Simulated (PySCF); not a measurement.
Si(F)(Me)(SH)2 (CH₅FS₂Si), SMILES S[Si](F)(C)S. Coordinates come from a PBE0-D3(BJ)/def2-SVP optimisation. The structure was generated by enumeration, and PubChem lists no compound with its InChIKey, so it may never have been made. One conformer was computed; it need not be the lowest.

Computed equilibrium geometry at PBE0-D3(BJ)/def2-SVP (PySCF confirms it by a frequency run) as a Z-matrix (one conformer of several):
```
Si
F 1 1.6253
C 1 1.8525 2 108.69
H 3 1.1002 1 110.96 2 175.83
H 3 1.1004 4 108.42 1 120.58
H 3 1.1011 4 108.51 5 117.81
S 1 2.1317 2 111.02 3 -118.11
H 7 1.3512 1 94.18 2 -68.71
S 1 2.1389 2 102.68 3 122.31
H 9 1.3512 1 93.25 2 169.61
```
